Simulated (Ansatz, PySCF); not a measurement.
System: sum formula SiBrCl, net charge 0, singlet state. 
Structure (B3LYP-D3(BJ)/def2-TZVP (Ansatz, a quantum-chemistry and plane-wave program) minimum search):
```xyz
3

Si     0.3791     0.3746     1.0903
Cl     1.1144     1.8306    -0.2184
Br    -0.6929    -1.0390    -0.3300
```

Quantity: atomisation energy (electronic, to ground-state atoms), in eV. Valence correlation only, unless marked. UHF or UKS for open shells. Spin-orbit coupling is left out. The frozen core is the preceding noble-gas configuration, with the filled d and f shells of earlier blocks. Non-relativistic. The coupled-cluster limit lacks core correlation, which all-electron functionals hold. Basis-set limits of correlation are two-point, X^-3; Hartree-Fock from the larger set.

The Hartree-Fock reference is unstable (checked in the largest basis), which strains HF and MP2. 

```tsv
level	program	atomisation energy (eV)
PBE-D3(BJ)/def2-TZVPD	Ansatz + dftd3	8.71
BHLYP-D4/def2-TZVPD	Ansatz + dftd4	?
r2SCANh/def2-TZVPD	Ansatz	8.37
r2SCAN0-D4/def2-TZVPD	Ansatz + dftd4	8.24
PW6B95-D3(BJ)/def2-TZVPD	PySCF + dftd3	?
wB97X-V/def2-TZVPD	Ansatz	8.38
CCSD/def2-TZVPPD	Ansatz	?
CCSD(T)/CBS(def2-TZVPP,def2-QZVPP)	Ansatz	8.40
```

Task: Fill in the missing entries.

Result: 
- BHLYP-D4/def2-TZVPD, atomisation energy (eV): 7.94
- PW6B95-D3(BJ)/def2-TZVPD, atomisation energy (eV): 8.52
- CCSD/def2-TZVPPD, atomisation energy (eV): 7.71
